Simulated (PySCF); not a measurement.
Nuclear quadrupole coupling in `C[C@](F)(CC(F)(F)F)C(=O)Cl`

Species: C5H5ClF4O.
Geometry (GFN2-xTB, Å), atoms numbered from 1 in this order:
```
atom  x, y, z in Å
C1    -1.449    1.305   -0.135
C2    -0.498    0.182    0.282
F3    -0.324    0.246    1.644
C4     0.869    0.316   -0.406
C5     1.905   -0.645    0.163
F6     1.440   -1.893    0.302
F7     2.971   -0.722   -0.648
F8     2.366   -0.265    1.356
C9    -1.152   -1.146   -0.114
O10   -1.184   -1.554   -1.229
Cl11  -1.928   -1.964    1.199
H12   -1.624    1.267   -1.205
H13   -2.395    1.190    0.389
H14   -1.017    2.265    0.133
H15    1.258    1.327   -0.275
H16    0.754    0.096   -1.468
```

Field gradients from the PBE0/pcSseg-1 density (PySCF, non-relativistic), principal values in atomic units, ordered |Vxx| ≤ |Vyy| ≤ |Vzz|:

| atom | Vxx | Vyy | Vzz |
| --- | --- | --- | --- |
| O10 | 0.4550 | 1.1623 | -1.6173 |
| Cl11 | -1.0697 | -2.3282 | 3.3979 |

Find the asymmetry η = (Vxx − Vyy)/Vzz and the couplings χ = eQV/h (234.96 MHz × Q in barn × V in au), with Q(17O) = −0.0256 b, Q(35Cl) = −0.0817 b.

```json
{"atom": "O10", "environment": "carbonyl oxygen", "nucleus": "17O", "η": "0.44", "χzz (MHz)": "9.73", "χxx (MHz)": "-2.74", "χyy (MHz)": "-6.99"}
{"atom": "Cl11", "environment": "chlorine bonded to C", "nucleus": "35Cl", "η": "0.37", "χzz (MHz)": "-65.23", "χxx (MHz)": "20.53", "χyy (MHz)": "44.69"}
```

What is Vzz at O10 in SI units (1 au = 9.71736 × 10²¹ V/m²)?

-1.6173 au = -15.716 × 10²¹ V/m².

And the gradient at the other heavy atoms, for which no coupling is worked out here?

```tsv
atom	environment	Vzz (au)	η
C1	methyl carbon	0.142	0.04
C2	sp3 C–F carbon	0.457	0.28
F3	alkyl fluorine	3.098	0.04
C4	chain CH2 carbon	-0.127	0.84
C5	CF3 carbon	-0.423	0.04
F6	fluorine of a CF3 group	2.872	0.03
F7	fluorine of a CF3 group	2.906	0.04
F8	fluorine of a CF3 group	2.933	0.05
C9	acyl halide carbon	-0.445	0.72
```

What couplings would deuterons (Q(2H) = 0.00286 b) have in place of the hydrogens, at this geometry?

```json
{"atom": "H12", "bonded to": "C1", "bond length (Å)": "1.085", "Vzz (au)": "0.3119", "η": "0.04", "χzz (kHz)": "210"}
{"atom": "H13", "bonded to": "C1", "bond length (Å)": "1.087", "Vzz (au)": "0.3091", "η": "0.04", "χzz (kHz)": "208"}
{"atom": "H14", "bonded to": "C1", "bond length (Å)": "1.087", "Vzz (au)": "0.3120", "η": "0.04", "χzz (kHz)": "210"}
{"atom": "H15", "bonded to": "C4", "bond length (Å)": "1.092", "Vzz (au)": "0.2964", "η": "0.06", "χzz (kHz)": "199"}
{"atom": "H16", "bonded to": "C4", "bond length (Å)": "1.091", "Vzz (au)": "0.2922", "η": "0.05", "χzz (kHz)": "196"}
```

One conformer (not necessarily the lowest) at the GFN2-xTB geometry, without solvent, vibrations or thermal averaging. GFN2-xTB bond lengths can be off by several hundredths of an ångström, more for odd bonds, and the gradients follow them. With so small a basis the couplings can be 20 % off.
